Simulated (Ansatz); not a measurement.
An input meant for TeF4⁻ (charge -1, doublet; with a point charge).

```yaml
crystal:
  periodic: [true, true, true]
  atoms:
    - {symbol: Te, position_ang: [-0.352492, -0.466009, -0.006303]}
    - {symbol: F, position_ang: [-0.231155, -0.286667, 1.934420]}
    - {symbol: F, position_ang: [-0.187671, -0.267018, -1.941901]}
    - {symbol: F, position_ang: [1.546253, -0.368149, 0.015501]}
    - {symbol: F, position_ang: [-0.774935, 1.387853, -0.001717]}
basis:
  gaussian: {orbitals: def2-mTZVP, point_charges: [{charge: -1.00, position_ang: [6.129, 0.040, 0.478]}]}
total_charge: -1
magnetization: {spin_polarized: true, initial_magnetization: 1}
hamiltonian: {xc: {name: B97}}
scf: {lower_state_search: off}
output: {forces: true}
```

```sh
$ ansatz run in.yaml --threads 4 --pin off --events-out ev --progress --plain --max-ram 3916MiB
```

Question: Predict how Ansatz answers.

Answer: The input was rejected before any iteration. The species is marked periodic without a cell.
```
Error: YAML parse error: error: line 2 column 3: crystal: missing field `lattice` (a structure is typed as `lattice` and `atoms`, a molecule's as `atoms` in Å alone, or read from a run's directory, `checkpoint`)
 --> <input>:2:3
1 | crystal:
2 |   periodic: [true, true, true]
3 |   atoms:
4 |     - {symbol: Te, position_ang: [-0.352492, -0.466009, -0.006303]}
```
